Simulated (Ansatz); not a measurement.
Ansatz results at the PBE0-D4/def2-TZVP geometry: HOMO–LUMO gap (PBE0/def2-TZVPP) 7.69 eV; HOMO energy (ωB97M-V/def2-TZVPP) -10.63 eV; HOMO–LUMO gap (ωB97M-V/def2-TZVPP) 11.85 eV.

Each molecule was computed in one conformer, which needn't be the lowest.

(1) Which molecule gave them?
A. `O[SiH](Cl)[SiH2]F`
B. `[CH3][GaH][CH2]Br`
C. `[TeH]B1N[SiH2]1`
D. `COB(F)[SiH2]F`

Answers

(1) D. The others give `O[SiH](Cl)[SiH2]F`: 6.91, -10.15, 10.74; `[CH3][GaH][CH2]Br`: 6.53, -9.67, 10.42; `[TeH]B1N[SiH2]1`: 5.90, -8.58, 9.71.
